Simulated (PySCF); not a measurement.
Job file and geometry (Å, from GFN2-xTB) of an NMR shielding run on `C(C[C@H](OC)CO)#N`, C5H9NO2, GIAO PBE0/pcSseg-1 NMR shielding, non-relativistic, gas phase (PySCF 2.14.0, density-fitted response routines); density fitting, a coarse starting grid and PySCF grid level 2 are the driver's defaults:

```
$ OMP_NUM_THREADS=1 python probes_run.py task.json out

{"job": {"kind": "nmr", "xc": "PBE0", "basis": "pcSseg-1"}, "charge": 0, "multiplicity": 1}
C     -2.223595    -0.380052    -0.365840
O     -1.086386     0.418051    -0.574874
C     -0.002208     0.159510     0.295784
C      0.849016     1.440107     0.319585
O      1.322156     1.760766    -0.959141
C      0.857180    -1.024575    -0.200700
C      1.693442    -1.522520     0.856674
N      2.336696    -1.910894     1.718207
H     -2.985228    -0.007939    -1.048294
H     -2.583129    -0.292121     0.666195
H     -2.032930    -1.437159    -0.583301
H     -0.376115    -0.048320     1.310197
H      0.242412     2.259643     0.728792
H      1.725318     1.291052     0.954317
H      0.555144     1.822456    -1.542472
H      0.217694    -1.836675    -0.556138
H      1.483536    -0.679301    -1.028900
```

Q: What does the program print?

A: 
```
coarse grid: 14248 points
cycle   1  E = -400.4059193875  dE =  1.065e+00  |g| = 8.345e-01  |ddm| = 3.571e+00
cycle   2  E = -400.1570782328  dE =  2.488e-01  |g| = 1.406e+00  |ddm| = 1.838e+00
cycle   3  E = -400.5281168195  dE = -3.710e-01  |g| = 2.350e-01  |ddm| = 1.266e+00
cycle   4  E = -400.5380569255  dE = -9.940e-03  |g| = 9.796e-02  |ddm| = 1.983e-01
cycle   5  E = -400.5399313340  dE = -1.874e-03  |g| = 1.728e-02  |ddm| = 7.486e-02
cycle   6  E = -400.5399954345  dE = -6.410e-05  |g| = 4.601e-03  |ddm| = 1.748e-02
cycle   7  E = -400.5399991410  dE = -3.707e-06  |g| = 1.524e-03  |ddm| = 4.084e-03
final grid: 137800 points
cycle   8  E = -400.6089536921  dE = -3.718e-05  |g| = 1.292e-02  |ddm| = 2.909e-02
cycle   9  E = -400.6089238855  dE =  2.981e-05  |g| = 1.848e-02  |ddm| = 1.991e-02
cycle  10  E = -400.6089844568  dE = -6.057e-05  |g| = 1.530e-03  |ddm| = 1.248e-02
cycle  11  E = -400.6089849402  dE = -4.834e-07  |g| = 3.326e-04  |ddm| = 1.512e-03
cycle  12  E = -400.6089849488  dE = -8.618e-09  |g| = 2.610e-04  |ddm| = 3.473e-04
cycle  13  E = -400.6089849632  dE = -1.435e-08  |g| = 4.178e-05  |ddm| = 1.864e-04
cycle  14  E = -400.6089849635  dE = -3.502e-10  |g| = 1.341e-05  |ddm| = 4.316e-05
converged SCF energy = -400.6089849635

GIAO shielding tensors (ppm)
atom      isotropic    diamagn.    paramagn.     s11        s22        s33       span
  0 C      127.601     244.687    -117.086     91.642    107.457    183.704     92.062
  1 O      300.833     399.349     -98.516    261.491    291.308    349.700     88.210
  2 C      101.941     246.922    -144.981     81.279     85.952    138.592     57.313
  3 C      119.458     244.033    -124.574    101.015    113.541    143.820     42.805
  4 O      324.323     389.613     -65.290    291.916    314.000    367.052     75.135
  5 C      173.717     250.552     -76.834    152.523    174.860    193.769     41.246
  6 C       64.452     260.805    -196.352    -51.121    -48.881    293.359    344.481
  7 N      -32.039     340.111    -372.150   -205.880   -196.908    306.672    512.552
  8 H       27.789      28.594      -0.805     23.568     25.279     34.520     10.952
  9 H       28.455      29.702      -1.247     24.672     25.915     34.777     10.106
 10 H       28.183      30.149      -1.966     23.887     26.512     34.151     10.264
 11 H       28.476      33.791      -5.314     25.724     28.823     30.882      5.158
 12 H       27.503      29.910      -2.407     22.654     26.973     32.883     10.229
 13 H       27.874      29.757      -1.884     24.185     27.314     32.121      7.936
 14 H       30.566      33.056      -2.489     20.049     29.593     42.058     22.008
 15 H       29.401      30.152      -0.751     23.954     29.582     34.666     10.712
 16 H       28.549      29.207      -0.658     24.243     28.428     32.976      8.733
```

Q: Turn these shieldings into chemical shifts. Scale: 13C (186.93 ppm), 1H (31.72 ppm) against TMS; 17O (336.08 ppm) against H2O; 15N (267.73 ppm) vs NH3 (reference shieldings calculated alike).

A: Averaging equivalent atoms: C 6: 122.5; C 2: 85.0; C 3: 67.5; C 0: 59.3; C 5: 13.2; O 1: 35.2; O 4: 11.8; N 7: 299.8; H 12: 4.21; H 13: 3.84; H 8/9/10: 3.57; H 11: 3.24; H 16: 3.17; H 15: 2.32; H 14: 1.15 ppm. Experimental scales use liquid or dissolved standards, which lie at an offset from isolated NH3 (liquid NH3: subtract about 20 ppm) and H2O (liquid H2O: subtract about 36 ppm). Unscaled 15N shifts of sp2 nitrogen come out 20 to 40 ppm too high even then.

Size and cost of the density-fitted run: 181 basis functions, 24 s wall time on 1 thread of an Arm Neoverse V1, shared host; peak memory 0.88 GiB.
